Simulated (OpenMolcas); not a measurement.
**Mo⁴⁺: the spin-orbit constant, worked from levels**

```
Program             : OpenMolcas
Basis               : ANO-RCC-VQZP [8s7p5d3f2g1h]
Scalar Hamiltonian  : DKH2, point nucleus
Active space        : 2 electrons in 10 orbitals (4d 5d)
State averaging     : 2S+1 = 3 even, 10 roots; 2S+1 = 1 even, 15 roots
Spin-orbit coupling : RASSI with atomic mean-field integrals over the reference wave functions, term energies averaged over their components
```

Methods: CASSCF; SS-CASPT2, IPEA 0.25 Eh, imaginary shift 0.1 Eh (closed shells correlated: 4s 4p). Measured levels: Sugar and Musgrove, J. Phys. Chem. Ref. Data 17, 155 (1988).

**The spin-orbit constant.** For the Hund term 3F of d2, E(J) = (A/2) J(J+1) + constant and ζ = 2S·A = 2A. From J = 2 to J = 4 the energy changes by 7 A.

```json
{"Source": "CASSCF", "E(4) - E(2)": "3183.8", "A": "454.8", "ζ": "910"}
{"Source": "SS-CASPT2", "E(4) - E(2)": "3217.3", "A": "459.6", "ζ": "919"}
{"Source": "measured", "E(4) - E(2)": "3357.3", "A": "479.6", "ζ": "959"}
```

All in cm-1. SS-CASPT2 is off by -4.2 % and CASSCF by -5.2 %. Both methods take the spin-orbit matrix elements from the reference wave functions, so the second can move ζ only through the term energies and any multistate remixing. Second-order mixing with other terms is absorbed into this ζ.

Term energies are means over components that CASPT2 splits; among the terms shown or strongly mixed into the levels shown the widest spread is 670 cm-1 (4d2 3F, SS-CASPT2). Active for correlation alone: 5d; no level in the range computed is led by a configuration that fills it, so any true level of that kind is missing. Without dynamic correlation excited terms often stand tens of per cent too high (terms of higher spin than the ground term too low), and those without a measured partner can miss by more than the paired ones (holds for CASSCF). Computed and measured levels are paired by configuration, term and J; levels that our copy of the source lacks, or whose pairing is in doubt (as where it misses far off the trend of its configuration), stay unpaired and out of the deviations. Levels of configurations outside the active space are missing.
